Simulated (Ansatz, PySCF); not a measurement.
System: AlS, charge 0, multiplicity 2. 
Coordinates optimised at B3LYP-D3(BJ)/def2-TZVP (Ansatz, a first-principles code):
SMILES: [Al][S]
```xyz
2

Al     0.0000     0.0000    -1.1286
S      0.0000     0.0000     0.9170
```
Charge 0, spin multiplicity 2.

Dipole moments at this geometry, in debye (magnitudes).

```
level                    program  dipole (D)
-----------------------  -------  ----------
SVWN5/def2-TZVPD          Ansatz        3.64
BLYP/def2-TZVPD           Ansatz        3.60
B97M-V/def2-TZVPD         Ansatz        4.04
B3LYP/def2-TZVPD          Ansatz        3.88
PBE0/def2-TZVPD           Ansatz        3.98
r2SCAN0/def2-TZVPD        Ansatz        4.18
M06-2X/def2-TZVPD          PySCF        4.45
MN15/def2-TZVPD            PySCF        4.24
wB97M-V/def2-TZVPD        Ansatz        4.20
CCSD(T)/aug-cc-pV(D+d)Z   Ansatz        3.76
```
